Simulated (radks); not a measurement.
Species: Ti+. Configuration: [Ar] 3d2 4s1.

All-electron calculation, Dirac Kohn-Sham, PBE, spin-unpolarised, spherical densities, point nucleus; open shells are shared between the two j in proportion to 2j + 1. Program: a radial shooting solver on a logarithmic mesh with Libxc functionals.

Energy parts (eV):
total: -23219.558
kinetic: 23446.349
electron-nucleus: -55086.886
Hartree: 9557.876
exchange-correlation: -1136.897

Orbitals (lengths in bohr, moments of r in powers of bohr):
| orbital | occ. | eigenvalue (eV) | <r^4> |
|---|---|---|---|
| 1s1/2 | 2 | -4875.462 | 0.0001092 |
| 2s1/2 | 2 | -544.0618 | 0.02746 |
| 2p1/2 | 2 | -455.2529 | 0.02171 |
| 2p3/2 | 4 | -449.4796 | 0.02240 |
| 3s1/2 | 2 | -69.9079 | 2.224 |
| 3p1/2 | 2 | -46.5839 | 3.326 |
| 3p3/2 | 4 | -45.9268 | 3.427 |
| 3d3/2 | 0.8 | -11.3977 | 23.52 |
| 3d5/2 | 1.2 | -11.3491 | 23.81 |
| 4s1/2 | 1 | -10.3502 | 209.9 |

The highest occupied level is 4s1/2 at -10.350 eV. For comparison, the ionisation energy in NIST's Atomic Spectra Database is 13.576 eV (measured). In exact Kohn-Sham theory the highest level is minus the ionisation energy, but local and semilocal functionals leave it too shallow, through self-interaction and a potential that decays too fast; potentials with the right tail come closer. Summed over all electrons, <r^2> = 29.20 bohr^2, which gives a Langevin (diamagnetic) susceptibility term of -23.1 x 10^-6 cm^3/mol. The density falls to 0.001 e/bohr^3 at r = 4.19 bohr.

Beside tabulated values, note that spin-unpolarised runs miss the spin-polarisation part of the exchange energy of open shells.
